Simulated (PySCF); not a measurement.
**Zn (zinc, neutral) across methods**

[Ar] 3d10 4s2, closed-shell 1S. Calculation: PySCF 2.14, in x2c-TZVPPall with one added diffuse shell each of s, p, d, f type (7s6p5d3f1g, 80 functions); scalar relativity by spin-free X2C-1e.

| method | E (hartree) | mean ε 3p (eV) | mean ε 3d (eV) | mean ε 4s (eV) | Σ⟨r²⟩ (bohr²) | ⟨S²⟩ |
| --- | --- | --- | --- | --- | --- | --- |
| PBE0 | -1795.651 | -89.104 | -12.924 | -6.715 | 33.03 | 0.000 |
| LDA | -1792.912 | -83.255 | -10.464 | -6.229 | 32.65 | 0.000 |
| wB97M-V | -1795.757 | -91.580 | -15.400 | -8.809 | 33.13 | 0.000 |
| revPBE | -1795.815 | -83.395 | -10.112 | -5.918 | 33.07 | 0.000 |
| PW91 | -1796.087 | -83.470 | -10.262 | -6.065 | 32.91 | 0.000 |
| PBE | -1795.658 | -83.412 | -10.176 | -5.996 | 32.98 | 0.000 |
| PBEsol | -1794.217 | -83.248 | -10.197 | -6.011 | 32.81 | 0.000 |
| r2SCAN | -1795.875 | -86.053 | -10.480 | -6.232 | 32.71 | 0.000 |

(1) Estimate the same row for UHF.

Results:

(1) E (hartree) = -1794.25435; mean ε 3p (eV) = -105.52; mean ε 3d (eV) = -20.729; mean ε 4s (eV) = -8.136; Σ⟨r²⟩ (bohr²) = 34.43; ⟨S²⟩ = 0.000.
